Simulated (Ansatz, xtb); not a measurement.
## A geometry optimisation of CCl2F3Si+ with r2SCAN-D4/def2-SVP

The starting geometry of this gas-phase singlet was built from a drawn formula by distance geometry and a force field; its bonds are those of `F[C+](F)[Si](F)(Cl)Cl`.

```xyz
7

C     0.5583   -2.0896    0.9073
Cl    1.6680    0.1914   -0.7725
Cl    1.6748    0.2562    2.5191
F    -0.7187   -1.7273    0.9482
F     0.8713   -3.4680    0.9507
F     3.3560   -1.6655    0.8439
Si    1.9309   -0.9183    0.9433
```

Predict what it relaxes into with r2SCAN-D4/def2-SVP.

It keeps its bonds, and is `F[C+](F)[Si](F)(Cl)Cl`. Distances that change by over a tenth: C1–F5 (1.41 → 1.25 Å).

The energy falls by 1.24 eV over 9 steps:

```csv
step,E − E(last) (eV)
1,1.238
2,0.400
3,0.070
4,0.011
5,0.002
6,0.000
7,0.000
8,0.000
9,0.000
```

Final geometry (Å):

```yaml
atoms:
  - { symbol: C, position_ang: [0.5688, -2.1310, 0.9333] }
  - { symbol: Cl, position_ang: [1.6649, 0.0603, -0.8619] }
  - { symbol: Cl, position_ang: [1.6891, 0.3271, 2.5544] }
  - { symbol: F, position_ang: [-0.6413, -1.8611, 1.1236] }
  - { symbol: F, position_ang: [0.7793, -3.3417, 0.6890] }
  - { symbol: F, position_ang: [3.2792, -1.7066, 0.9772] }
  - { symbol: Si, position_ang: [2.0007, -0.7681, 0.9244] }
```

From the same start GFN2-xTB ends elsewhere, differing in C1–Cl3 (2.00 against 3.15 Å here).

No frequencies were run, so the end isn't proven a minimum. Run with Ansatz 0.2.0, 30 s on 2 threads of Intel(R) Xeon(R) Platinum 8259CL CPU @ 2.50GHz (Skylake/Cascade Lake), with other jobs on the host.
